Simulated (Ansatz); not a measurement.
A run for Ansatz (a quantum-chemistry and plane-wave program): U-CCSD(T)/def2-SVP on F2Re (SMILES [F][Re][F]), 2S+1 = 6, a spin state set in the input, which need not be the lowest. Elements past Kr take the def2 small-core potentials; no spin–orbit coupling.

Ansatz 0.2 input:
```yaml
crystal:
  periodic: [false, false, false]
  atoms:
    - {symbol: Re, position_ang: [-0.01103673, 0.01582883, -0.02336848]}
    - {symbol: F, position_ang: [-0.24680400, 1.44544664, -1.29772111]}
    - {symbol: F, position_ang: [0.22457201, -1.41390386, 1.25086996]}
basis:
  gaussian:
    orbitals: def2-SVP
magnetization: {spin_polarized: true, initial_magnetization: 5}
correlation: {method: ccsd_t, electrons: valence}
```

The log:

```
WARN ansatz: RAYON_NUM_THREADS=1 ignored (pool sized by the plan → 1); use --threads N
Functional definition: HF
integrals: 0.04 GiB planned
569 factors; integrals over basis functions are off by at most 7.6e-4 eV
mean field: 0.13 GiB planned
mean field evaluation 1: about -7516.2953 eV, gradient 2.5e1 eV
mean field evaluation 2: about -7516.3048 eV, gradient 2.5e1 eV
mean field evaluation 4: about -7519.2449 eV, gradient 3.9e0 eV
mean field evaluation 8: about -7519.4663 eV, gradient 1.6e-1 eV
mean field evaluation 16: about -7519.4048 eV, gradient 1.7e0 eV
mean field -7519.46661372 eV, -276.3353011767 hartree, gradient 3.1e-6 eV, S^2 8.761331; 0 other end points of the search recorded, 0 dependent functions left out
2 core orbitals not correlated
reference -7519.46661372 eV, -276.3353011767 hartree; 17, 12 occupied and 41, 46 virtual orbitals, 569 factors
second order -16.10982122 eV of doubles, -0.00000000 eV of singles
coupled cluster: 0.23 GiB planned
cycle   1  -15.68140008 eV  change    4.3e-1 eV  update   1.2e-1
cycle   2  -16.05661009 eV  change   -3.8e-1 eV  update   4.3e-2
cycle   3  -16.17243874 eV  change   -1.2e-1 eV  update   2.6e-2
cycle   4  -16.17554935 eV  change   -3.1e-3 eV  update   8.1e-3
cycle   5  -16.16967711 eV  change    5.9e-3 eV  update   3.1e-3
cycle   6  -16.16955312 eV  change    1.2e-4 eV  update   1.2e-3
cycle   7  -16.17059731 eV  change   -1.0e-3 eV  update   3.7e-4
cycle   8  -16.17069063 eV  change   -9.3e-5 eV  update   1.6e-4
cycle   9  -16.17067793 eV  change    1.3e-5 eV  update   4.6e-5
cycle  10  -16.17068890 eV  change   -1.1e-5 eV  update   1.6e-5
perturbative correction -0.32500453 eV, -0.0119436964 hartree
Total energy: -7535.96230715 eV, -276.9415067291 hartree
```

Self-consistency was reached.

Cost: very roughly 5 core-seconds.
